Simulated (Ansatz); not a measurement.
The cluster Si₂B₈, relaxed as a singlet with RKS PBE-D4/def2-SVP in Ansatz, starting from the GFN1-xTB geometry. Force threshold 0.03 eV/Å.

Another isomer (singlet) lies 0.90 eV lower at PBE0-D4/def2-TZVP; other spin states weren't run for this one.

Start:

```tsv
atom	x (Å)	y (Å)	z (Å)
B1	1.301	-0.791	0.224
B2	0.512	2.034	0.391
B3	0.582	-2.084	-0.131
B4	-0.513	-0.384	-0.183
B5	-0.862	-2.411	-0.533
B6	-1.900	-1.285	-0.646
B7	1.842	0.623	0.548
B8	-0.769	1.264	-0.034
Si9	-2.509	0.562	-0.546
Si10	2.316	2.473	0.909
```

Q: Estimate the energy that the relaxation releases and the steps that it takes.

A: 1.19 eV, in 22 steps; 34 s on 4 threads of Arm Neoverse V1 on a shared host. No frequencies were taken in this run, so the end may be a saddle point.

Q: Does the start keep its bonding?

A: Bonds formed: B1–B8, B7–B8 (atoms count from 1).

Q: Predict the relaxed structure.

A: 
Cartesian coordinates in Å:
```
B 1.1602 -0.6602 0.0738
B 0.4521 2.0510 0.7943
B 0.4768 -2.0875 -0.1055
B -0.5151 -0.7662 -0.5904
B -1.0444 -2.3896 -0.4031
B -2.1362 -1.2246 -0.3858
B 1.5704 0.8566 0.4473
B -0.1143 0.7438 0.0457
Si -2.0545 0.6947 -0.7481
Si 2.2050 2.7819 0.8718
```
Bond lengths: 13 × B–B 1.58 to 1.90 Å; 5 × B–Si 1.90 to 2.13 Å.
